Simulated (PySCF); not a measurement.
Computed IR spectrum (relative IR intensity) of a molecule C4H11FSi. Geometry optimised at B3LYP-D3(BJ)/def2-SVP. The values are those of a single conformer. These are B3LYP-D3(BJ)/def2-SVP run with PySCF values and carry that method's errors. Frequencies are harmonic and unscaled.

Lines under 2 % of the strongest are left out, and lines within 2 cm⁻¹ are merged.

ν (cm⁻¹): 580 (m), 684 (w), 744 (m), 785 (w), 838 (vw), 854 (w), 929 (w), 943 (vs), 962 (m), 966 (w), 973 (m), 1057 (m), 1118 (w), 1185 (vw), 1240 (w), 1358 (w), 1392 (vw), 1479 (vw), 1483 (vw), 2232 (s), 2236 (s), 3000 (w), 3004 (w), 3018 (w), 3026 (w), 3053 (w), 3096 (vw), 3102 (m), 3106 (m), 3129 (w) (against the strongest line: vs over 80 %, s over 45 %, m over 15 %, w over 4 %, vw less)

**Question.** Which structure fits?
(A) CC[SiH](F)CC
(B) CC(C)C[SiH2]F
(C) CC[C@@H](C)[SiH2]F
(D) CCC[SiH2]CF

**Answer.** B, CC(C)C[SiH2]F
